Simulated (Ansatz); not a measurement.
Basis sets compared for `CC(C)(C)OS(=O)(=O)CC(F)(F)C(F)F`. Charge 0, multiplicity 1. Geometry r2SCAN-D4/def2-SVP. Ansatz on 4 threads of Intel Xeon on a shared host; times are rough, and most runs start from earlier orbitals.

```xyz
27

C    -0.606    2.659   -0.387
C    -0.793    1.232   -0.889
C    -0.190    1.026   -2.270
C    -2.250    0.789   -0.841
O     0.055    0.346   -0.046
S    -0.464   -0.230    1.375
O    -1.362   -1.364    1.190
O    -0.861    0.861    2.264
C     1.139   -0.828    1.949
C     2.004   -1.653    1.012
F     3.037   -2.134    1.771
F     2.548   -0.886    0.040
C     1.374   -2.880    0.340
F     0.709   -3.592    1.276
F     0.522   -2.503   -0.630
H    -1.150    3.358   -1.040
H     0.461    2.930   -0.399
H    -0.985    2.764    0.639
H     0.880    1.282   -2.262
H    -0.293   -0.026   -2.576
H    -0.703    1.666   -3.003
H    -2.349   -0.270   -1.120
H    -2.831    1.400   -1.548
H    -2.680    0.927    0.163
H     1.715    0.059    2.251
H     0.895   -1.429    2.837
H     2.177   -3.503   -0.096
```

Binding counts from free atoms (C triplet, O triplet, S triplet, F doublet, H doublet) in the same basis, without a counterpoise term.

```tsv
level	functions	energy (Eh)	HOMO (eV)	LUMO (eV)	binding per atom (eV)	wall time
PBE-D4/def2-SVP	274	-1295.2402	-6.58	0.02	4.33	4.7 s
PBE0-D4/def2-SVP	274	-1295.2950	-8.32	1.07	4.19	9 s
```

Question: Estimate the rows for PBE-D4/def2-TZVP (with forces), PBE0-D4/def2-TZVP (with forces).

Answer: 
```tsv
level	functions	energy (Eh)	HOMO (eV)	LUMO (eV)	binding per atom (eV)	wall time
PBE-D4/def2-TZVP (with forces)	543	-1296.4842	-6.83	-0.25	4.31	14 s
PBE0-D4/def2-TZVP (with forces)	543	-1296.5330	-8.47	0.77	4.18	37 s
```
